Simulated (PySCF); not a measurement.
**Mayer bond orders and bond lengths**

Species: C5H6OSi.
Numbering: `[CH:1]#[C:2][SiH2:3][C:4](=[CH2:5])[CH:6]=[O:7]` (hydrogens: H8 on C1; H9, H10 on Si3; H11, H12 on C5; H13 on C6)

Geometry (GFN2-xTB, Å), atoms numbered from 1 in this order:
```xyz
13
C5H6OSi angstrom
C      2.9352   -1.0033   -0.3502
C      2.0695   -0.2303   -0.0363
Si     0.7516    0.9779    0.4515
C     -0.8866    0.0319    0.2618
C     -1.0412   -1.2293   -0.1373
C     -2.0427    0.8486    0.6110
O     -1.9461    1.9946    0.9783
H      3.6919   -1.6811   -0.6263
H      0.7717    2.1122   -0.4732
H      0.9391    1.3548    1.8533
H     -2.0175   -1.6885   -0.2156
H     -0.1963   -1.8453   -0.3982
H     -3.0328    0.3584    0.5202
```

Bond orders from the PBE0/pcSseg-1 density (PySCF). Isolated species at its GFN2-xTB geometry (one conformer only).

(1) How far do the computed orders between heavy atoms stray from the drawn ones?

(2) Give the Mayer order of every bond between heavy atoms, beside its length.

Answers

(1) The largest departure is 0.444, at C1–C2 (drawn triple, 2.556). Drawn single, order below 0.88: Si3–C4 (0.810). Drawn double or triple, more than 0.30 short of the drawn order: C1–C2 (2.556).

(2) 
```
  bond  drawn as  length (Å)  Mayer order
 C1–C2    triple       1.202        2.556
C2–Si3    single       1.853        0.914
Si3–C4    single       1.901        0.810
 C4–C5    double       1.332        1.885
 C4–C6    single       1.458        1.021
 C6–O7    double       1.207        1.931
```

Bonds between the same two heavy elements. C–C: lowest C4–C6 (1.021, 1.458 Å), highest C1–C2 (2.556, 1.202 Å). C–Si: lowest Si3–C4 (0.810, 1.901 Å), highest C2–Si3 (0.914, 1.853 Å).

Problem. And the bonds to hydrogen?

Solution. C–H: 0.93 to 1.09 (4 bonds); H–Si: 0.94 (2 bonds).

Problem. Sum the orders of all bonds at each heavy atom with more than one neighbour and set the sums beside the valence in the SMILES.

Solution. C1 3.642 (drawn 4), C2 3.470 (drawn 4), Si3 3.604 (drawn 4), C4 3.716 (drawn 4), C5 3.763 (drawn 4), C6 3.907 (drawn 4). Orders between atoms that aren't bonded are not in these sums.

The Mayer order sums products of elements of PS (density times overlap matrix) between the two atoms' basis functions, so it depends on the basis set.

These values come from a run that also computed NMR shieldings. Hardware: an Intel Xeon at 2.50 GHz with one thread, on a shared host. Cost: 73 s wall, 65 s CPU (with the writing of density and orbital grids), 0.72 GiB resident at most.
